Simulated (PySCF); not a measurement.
CH₃F₃Si. Atoms are numbered in the order given.

```xyz
8

F      1.6360     0.9541     0.0000
Si     0.9841    -0.5461     0.0000
C     -0.9349    -0.3922     0.0000
F     -1.3477     0.2956     1.1165
F     -1.3477     0.2956    -1.1165
H      1.4111    -1.2635    -1.2446
H      1.4111    -1.2635     1.2446
H     -1.4543    -1.3840     0.0000
```
Charge 0, spin multiplicity 1.

The structure is a stationary point at PBE-D3(BJ)/def2-SVP. One conformer was computed; it need not be the lowest.

All values below come from TDDFT-CAM-B3LYP/def2-SVPD (PySCF).

Vertical excitations.  State labels are in the subgroup Cs.

### Question
List the lowest excited states. (The exact figures need the calculation; the answer reports its results.)

### Answer

```json
[
 {"state": "S1", "symmetry": "A'", "energy (eV)": "7.29", "λ (nm)": "170", "f": "0.000", "main pairs": "HOMO→LUMO 96 %"},
 {"state": "S2", "symmetry": "A\"", "energy (eV)": "8.16", "λ (nm)": "152", "f": "0.002", "main pairs": "HOMO−1→LUMO 96 %"},
 {"state": "S3", "symmetry": "A\"", "energy (eV)": "8.36", "λ (nm)": "148", "f": "0.009", "main pairs": "HOMO→LUMO+3 91 %"},
 {"state": "S4", "symmetry": "A'", "energy (eV)": "8.46", "λ (nm)": "147", "f": "0.055", "main pairs": "HOMO→LUMO+1 90 %"},
 {"state": "S5", "symmetry": "A'", "energy (eV)": "9.40", "λ (nm)": "132", "f": "0.148", "main pairs": "HOMO→LUMO+2 75 %, HOMO→LUMO+4 15 %"},
 {"state": "S6", "symmetry": "A'", "energy (eV)": "9.50", "λ (nm)": "131", "f": "0.048", "main pairs": "HOMO→LUMO+4 79 %"},
 {"state": "S7", "symmetry": "A\"", "energy (eV)": "9.54", "λ (nm)": "130", "f": "0.093", "main pairs": "HOMO−1→LUMO+1 58 %, HOMO−1→LUMO+2 23 %"},
 {"state": "S8", "symmetry": "A\"", "energy (eV)": "9.84", "λ (nm)": "126", "f": "0.096", "main pairs": "HOMO−1→LUMO+2 67 %, HOMO−1→LUMO+1 27 %"},
 {"state": "S9", "symmetry": "A'", "energy (eV)": "9.92", "λ (nm)": "125", "f": "0.007", "main pairs": "HOMO−2→LUMO 79 %"},
 {"state": "S10", "symmetry": "A'", "energy (eV)": "10.27", "λ (nm)": "121", "f": "0.157", "main pairs": "HOMO−1→LUMO+3 82 %"},
 {"state": "T1", "symmetry": "A'", "energy (eV)": "6.82", "λ (nm)": "182", "f": "0", "main pairs": "HOMO→LUMO 91 %"},
 {"state": "T2", "symmetry": "A\"", "energy (eV)": "7.60", "λ (nm)": "163", "f": "0", "main pairs": "HOMO−1→LUMO 76 %, HOMO→LUMO+3 17 %"},
 {"state": "T3", "symmetry": "A\"", "energy (eV)": "7.69", "λ (nm)": "161", "f": "0", "main pairs": "HOMO→LUMO+3 73 %, HOMO−1→LUMO 17 %"},
 {"state": "T4", "symmetry": "A'", "energy (eV)": "8.06", "λ (nm)": "154", "f": "0", "main pairs": "HOMO→LUMO+1 72 %, HOMO→LUMO+2 19 %"}
]
```
Triplets are in the Tamm–Dancoff approximation, which puts them higher than full response would, so one can lie above its singlet here.
